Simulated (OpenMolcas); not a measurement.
B, Al, Ga, In, Tl: ns2 np down the group

* Program: OpenMolcas
* Method: CASSCF
* Basis: ANO-R3
* Scalar Hamiltonian: X2C, finite nucleus
* Spin-orbit coupling: RASSI with atomic mean-field integrals over the reference wave functions, term energies averaged over their components

Active space for each ion: 1 electron in 3 orbitals (p).

Computed levels in cm-1 above 2P* 1/2:

| Level | B | Al | Ga | In | Tl |
| --- | --- | --- | --- | --- | --- |
| 2P* 3/2 | 14.4 | 93.1 | 705 | 1887 | 6401 |
| weight of 2P* in the lowest level (%) | 100 | 100 | 100 | 100 | 100 |

Measured, with the error of the calculation in %. Measured levels: B, Al, Ga, In, Tl from NIST Handbook of Basic Atomic Spectroscopic Data.

| Level | B | Al | Ga | In | Tl |
| --- | --- | --- | --- | --- | --- |
| 2P* 3/2 | 15.3 (-5.7) | 112 (-16.9) | 826 (-14.6) | 2213 (-14.7) | 7793 (-17.9) |

The fine-structure level 2P* 3/2 changes by a factor of 445 from B to Tl.

With one active electron the reference holds no correlation, so core polarisation is missing. Computed and measured levels are paired by configuration, term and J; levels that our copy of the source lacks, or whose pairing is in doubt (as where it misses far off the trend of its configuration), stay unpaired and out of the deviations. Levels of configurations outside the active space are missing.

* marks odd parity.
